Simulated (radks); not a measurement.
Valence configurations of Er (all share [Xe]). Calculated with a radial shooting solver on a logarithmic mesh with Libxc functionals: Dirac Kohn-Sham, PBEsol, spin-unpolarised, spherical densities, point nucleus; open shells fill j = l - 1/2 first. Energies are relative to 4f12 6s2; eigenvalues in eV.

valence               E (eV)  e(4f5/2)  e(4f7/2)  e(5d3/2)  e(6p1/2)  e(6s1/2)
4f12 6s2               0.000    -3.728    -2.646         -         -    -3.851
4f12 5d0.5 6s1.5       1.415    -3.335    -2.254    -0.886         -    -3.743
4f11 6s2 6p1           5.274   -13.028   -11.876         -    -2.349    -5.638
4f11 5d1 6s2           4.000    -9.913    -8.763    -2.224         -    -4.395
4f11.5 5d0.5 6s2       1.381    -6.743    -5.628    -1.661         -    -4.168
4f12 5d1 6s1           2.852    -3.097    -2.016    -0.818         -    -3.703
4f11 5d0.5 6s2 6p0.5   4.491   -11.405   -10.254    -3.190    -1.930    -5.013
4f12 6s1 6p1           2.625    -5.037    -3.955         -    -1.887    -4.571

NIST lists [Xe] 4f12 6s2 as the ground configuration; this level of theory agrees among the configurations tried. The energies are those of spherical spin-averaged densities, not of single terms. No valid solution was reached for [Xe] 4f14; [Xe] 4f12.5 6s1.5.
